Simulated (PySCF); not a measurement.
C3H6F2Si, SMILES F[SiH2][C@H]1[C@@H](F)C1. Geometry optimised at PBE0-D3(BJ)/def2-SVP. The structure was generated by enumeration; whether it is a known compound was not checked. One conformer was computed; it need not be the lowest.

Computed equilibrium geometry at PBE0-D3(BJ)/def2-SVP (PySCF confirms it by a frequency run) as bond lengths and angles (one conformer of several):
Atoms: F1 Si2 C3 C4 C5 F6 H7 H8 H9 H10 H11 H12. Bonds (Å): F1–Si2 1.630, Si2–C3 1.860, Si2–H7 1.489, Si2–H8 1.487, C3–C4 1.524, C3–C5 1.492, C3–H9 1.096, C4–C5 1.479, C4–H10 1.093, C4–H11 1.094, C5–F6 1.363, C5–H12 1.095. Angles (°): F1–Si2–C3 108.1, F1–Si2–H7 107.0, F1–Si2–H8 107.8, C3–Si2–H7 111.4, C3–Si2–H8 110.9, H7–Si2–H8 111.5, Si2–C3–C4 120.0, Si2–C3–C5 119.2, Si2–C3–H9 114.8, C4–C3–C5 58.7, C4–C3–H9 116.8, C5–C3–H9 115.9, C3–C4–C5 59.6, C3–C4–H10 118.8, C3–C4–H11 117.2, C5–C4–H10 118.9, C5–C4–H11 116.5, H10–C4–H11 114.8, C3–C5–C4 61.7, C3–C5–F6 117.2, C3–C5–H12 119.9, C4–C5–F6 117.9, C4–C5–H12 120.6, F6–C5–H12 111.5.
